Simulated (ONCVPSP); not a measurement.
**I, ONCV: configuration errors across variants**

```json
{"Element": "iodine", "Generator": "ONCVPSP 4.0.1", "Type": "optimised norm-conserving Vanderbilt (ONCV)", "Functional": "PBEsol", "Relativity": "scalar-relativistic", "Frozen core": "[Kr] 4d10", "Valence charge": "7", "Reference configuration": "5s1.5 5p5.5", "Partial waves": "5s: rc 1.70 bohr, ncon 5, nbas 8, qcut 3.1 1/bohr, 2 projectors, debl 0.3 Ha; 5p: rc 1.90 bohr, ncon 3, nbas 7, qcut 3.5 1/bohr, 2 projectors, debl 1.8 Ha", "Local potential": "polynomial inside 1.60 bohr (lpopt 5, dvloc0 0 Ha)", "Core correction": "polynomial model core, fcfact 0.25"}
```

In the s channel the program set the typed energies aside and used -0.655, 0.250 Ha.

All-electron excitation energies from the reference (eV): (1) 5s2 5p5 -5.199; (2) 5s2 5p4 5.952; (3) 5s2 5p3 25.836; (4) 5s1 5p5 16.962.

Errors AE − PS in meV (a dash: test not solved or not reliable):

| change | (1) | (2) | (3) | (4) | bound ghosts | GHOST(+) flags above zero |
| --- | --- | --- | --- | --- | --- | --- |
| base | -0.3 | -1.5 | -15 | -9.0 | none | s, p |
| p: qcut 2.1 | +0.5 | -0.1 | -14 | -8.2 | none | s, p |
| p: qcut 2.8 | +0.5 | 0.0 | -14 | -8.1 | none | s, p |
| p: qcut 3.1 | +0.3 | -0.5 | -14 | -8.4 | none | s, p |
| p: qcut 3.6 | -0.5 | -1.9 | -16 | -9.2 | none | s, p |
| p: qcut 3.9 | -1.0 | -2.7 | -16 | -9.7 | none | s, p |
| p: qcut 4.3 | -1.6 | -3.9 | -17 | -10 | none | s, p |
| p: qcut 4.6 | -2.0 | -4.5 | -18 | -11 | none | s, p |
| p: qcut 4.8 | -2.2 | -4.8 | -18 | -11 | none | s, p |
| p: qcut 5.2 | -2.4 | -5.3 | -19 | -11 | none | s, p |

Q: Give the same row for: p: qcut 2.5.

A: +0.6, +0.2, -14, -8.0; bound ghosts: none; GHOST(+) flags above zero: s, p.
